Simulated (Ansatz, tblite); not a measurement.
Isomers of Ge₆Te₆ (singlet), found by a short tight-binding search and relaxed with PBE-D4/def2-SVP in Ansatz.

In the def2 sets Te takes a core potential; there is no spin–orbit coupling. The xTB rows come from tblite. Correlated methods freeze 78 core orbitals; core or outer-core shells of Ge, Te are correlated, in sets that lack core-valence functions. Single mean-field runs in def2-TZVP are fitted with def2-universal-jkfit.

Run but left out: HF/STO-3G, PBE-QIDH/def2-TZVP (A: restricted singlet, unstable in another Hartree–Fock run and untested here); HF/def2-SVP (A: restricted singlet, unstable towards broken spin symmetry).

A: The restricted singlet is unstable towards broken spin symmetry in Hartree–Fock (as tested in another run); at PBE-D4/def2-TZVP, r2SCAN-D4/def2-TZVP, PBE0-D4/def2-SVP, PBE0-D4/def2-TZVP this wasn't settled. At MP2/def2-SVP the restricted singlet (for correlated methods, its reference) is unstable: a solution with broken spin symmetry lies lower.

Other spin states weren't relaxed.

A:

```xyz
12

Ge   -0.075    1.971    0.679
Ge    1.456   -2.330    1.131
Ge   -2.923   -0.597   -1.391
Ge    3.042    0.615   -0.146
Ge   -3.002   -1.442    1.116
Ge   -0.548   -0.857   -2.663
Te    1.360    0.254    2.141
Te    0.708    1.347   -1.807
Te   -2.655    1.239    0.594
Te   -0.924   -2.466   -0.414
Te    0.259    4.248    1.469
Te    3.303   -1.981   -0.709
```

B:

```tsv
atom	x (Å)	y (Å)	z (Å)
Ge1	0.513	3.096	0.239
Ge2	-0.212	-2.435	-2.373
Ge3	2.753	-1.348	1.002
Ge4	-1.424	-0.771	2.350
Ge5	0.151	0.134	-2.015
Ge6	-2.807	1.410	-0.152
Te7	-1.247	2.028	2.039
Te8	2.142	0.925	-0.455
Te9	2.072	-2.808	-1.242
Te10	-1.095	2.605	-2.005
Te11	0.996	-1.565	2.951
Te12	-1.841	-1.272	-0.338
```

C:

```xyz
12

Ge    2.808    1.315   -0.848
Ge   -2.484   -2.171    1.046
Ge   -0.174    2.152    2.498
Ge    0.268    1.103   -1.070
Ge    1.323   -2.503    0.570
Ge   -2.642    0.295   -0.491
Te    2.716   -1.319   -1.374
Te   -0.991   -3.383   -0.685
Te   -1.513    2.840    0.081
Te    2.385    2.027    1.755
Te   -1.317    0.047   -2.815
Te   -0.377   -0.403    1.332
```

D:

Cartesian coordinates in Å:
```
Ge 0.5460 -1.1055 -1.5303
Ge -1.6372 -0.4169 -0.7269
Ge -1.8432 1.6736 1.8321
Ge 2.7044 1.7192 1.9148
Ge -2.2748 1.0372 -2.7689
Ge 1.0148 -2.3643 1.6015
Te 2.4825 -0.4530 0.2617
Te -1.5558 -1.1330 1.8075
Te 0.8038 -3.5963 -0.8175
Te 0.0117 0.0376 -3.8608
Te -0.7542 2.1926 -0.6954
Te 0.5021 2.4087 2.9822
```

Question: Estimate which lies lowest at each level, and how far above it the others are (kcal/mol).

Answer: 
```csv
level,A,B,C,D
GFN1-xTB,11.7,0.0,21.7,9.2
GFN2-xTB,16.8,0.0,19.1,21.7
PBE-D4/def2-SVP,23.5,0.0,17.3,12.8
PBE-D4/def2-TZVP,22.7,0.0,16.1,12.1
r2SCAN-D4/def2-TZVP,19.7,0.0,18.2,8.5
PBE0-D4/def2-SVP,22.0,0.0,17.9,9.7
PBE0-D4/def2-TZVP,21.4,0.0,17.0,9.5
RPA@PBE/def2-SVP,19.4,0.0,16.1,5.9
MP2/def2-SVP,17.8,0.0,12.3,4.4
```
Point groups (tolerance 0.1 Å): A not assigned, B not assigned, C not assigned, D not assigned. Lower isomers may exist.
